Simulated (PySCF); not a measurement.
C₅H₉O₂ (SMILES CC(=[OH+])C=C(C)O), charge +1, singlet, at a GFN2-xTB geometry. Base run: M062X/STO-3G (PySCF).

Geometry (Å):
```xyz
16

C     -2.4855     0.4891     0.7134
C     -1.2232     0.1555     0.0190
O     -1.2554    -0.1641    -1.2420
C     -0.0056     0.1774     0.6928
C      1.2222    -0.1234     0.1103
C      2.4726    -0.0751     0.8983
O      1.2746    -0.4497    -1.1483
H     -2.3277     0.7420     1.7563
H     -3.1763    -0.3549     0.6576
H     -2.9737     1.3307     0.2176
H     -2.1453    -0.1552    -1.6331
H     -0.0139     0.4449     1.7350
H      3.1487     0.6714     0.4755
H      2.2938     0.1694     1.9398
H      2.9886    -1.0357     0.8444
H      2.1701    -0.6431    -1.4734
```
Charge +1, spin multiplicity 1.
All else is at PySCF's defaults.
Base energy -341.71520 Eh.

The base run was repeated with changes; each row names its change, and settings that it needs were set with it.

```json
[
 {"change": "base", "ΔE vs base (µEh)": "0.0", "SCF cycles": "9", "outcome": "converged"},
 {"change": "level_shift = 1.0 (with mf.max_cycle = 100)", "ΔE vs base (µEh)": "0.0", "SCF cycles": "26", "outcome": "converged"},
 {"change": "init_guess = mod_huckel", "ΔE vs base (µEh)": "0.0", "SCF cycles": "10", "outcome": "converged"},
 {"change": "conv_tol = 1e-12", "ΔE vs base (µEh)": "0.0", "SCF cycles": "11", "outcome": "converged"},
 {"change": "damp = 0.5; diis_start_cycle = 5", "ΔE vs base (µEh)": "0.0", "SCF cycles": "10", "outcome": "converged"},
 {"change": "solver = newton", "ΔE vs base (µEh)": "0.0", "SCF cycles": "-", "outcome": "converged"},
 {"change": "init_guess = huckel", "ΔE vs base (µEh)": "0.0", "SCF cycles": "19", "outcome": "converged"},
 {"change": "conv_tol = 1e-6", "ΔE vs base (µEh)": "0.0", "SCF cycles": "7", "outcome": "converged"},
 {"change": "DIIS = EDIIS", "ΔE vs base (µEh)": "-", "SCF cycles": "50", "outcome": "not converged"},
 {"change": "init_guess = atom", "ΔE vs base (µEh)": "0.0", "SCF cycles": "9", "outcome": "converged"},
 {"change": "DIIS = ADIIS", "ΔE vs base (µEh)": "0.0", "SCF cycles": "11", "outcome": "converged"},
 {"change": "diis = off; damp = 0.3 (with mf.diis_start_cycle = 200; with mf.max_cycle = 150)", "ΔE vs base (µEh)": "0.0", "SCF cycles": "16", "outcome": "converged"},
 {"change": "init_guess = vsap", "ΔE vs base (µEh)": "0.0", "SCF cycles": "9", "outcome": "converged"}
]
```
